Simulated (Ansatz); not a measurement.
Coupled-cluster diagnostics for the cluster AlAs₂⁻, Ansatz.

Geometry of the singlet (PBE-D4/def2-TZVPD):

Cartesian coordinates in Å:
```
Al 0.009 0.023 0.001
As -2.136 0.818 0.205
As 2.127 -0.841 -0.206
```

Correlated methods freeze 23 core orbitals; core or outer-core shells of As are correlated, in sets that lack core-valence functions. Another isomer (singlet) lies 1.65 eV lower at PBE0-D4/def2-TZVPD; other spin states weren't run for this one.

**Question.** Estimate the CCSD(T) correlation energy, the shares of MP2 and (T), T1 and the reference's ⟨S²⟩ for: charge -1, singlet, own geometry in def2-TZVPPD; and the rough time on 4 threads of Arm Neoverse V1 on a shared host.

**Answer.** 
```json
{"state": "charge -1, singlet, own geometry", "basis": "def2-TZVPPD", "correlation (eV)": "-17.683", "MP2 share (%)": "92.5", "(T) share (%)": "6.9", "T1": "0.028", "⟨S²⟩ (pure)": "0.00 (0.00)", "wall time": "2.1 min", "remarks": "flagged by the program, large T1, restricted SCF unstable"}
```
Customary marks for T1 are 0.02 (closed shells), 0.045 (open shells) and about 0.05 (3d metals). T1 exceeds 0.02 in 1 of 1 rows and 0.045 in 0; the higher it lies, the less the single-reference result can be trusted.
